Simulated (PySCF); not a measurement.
CsI, SMILES [I][Cs]. The structure is a stationary point at PBE0-D3(BJ)/def2-TZVPD. The def2 effective core potentials stand for the cores of Cs, I; spin–orbit coupling is left out.

All values below come from PBE0-D3(BJ)/def2-TZVPD (PySCF 2.14.0).

Harmonic wavenumbers (cm⁻¹): 116. Rotational constants (GHz): 0.6987 (linear); symmetry number 1.

Question: Work out the zero-point energy and the ideal-gas rigid-rotor harmonic-oscillator thermochemistry at 298.15 K and 1 atm.

Answer: ZPE = ½ Σ hcν = ½ × 116 cm⁻¹ = 0.17 kcal/mol. H − E(el) = 2.68 kcal/mol. Entropy in cal/(mol K): translation 42.56, rotation 20.06, vibration 3.16, total 65.78. G − E(el) = -16.93 kcal/mol. Cp = 8.89 cal/(mol K). Modes under 150 cm⁻¹ make the vibrational entropy uncertain.
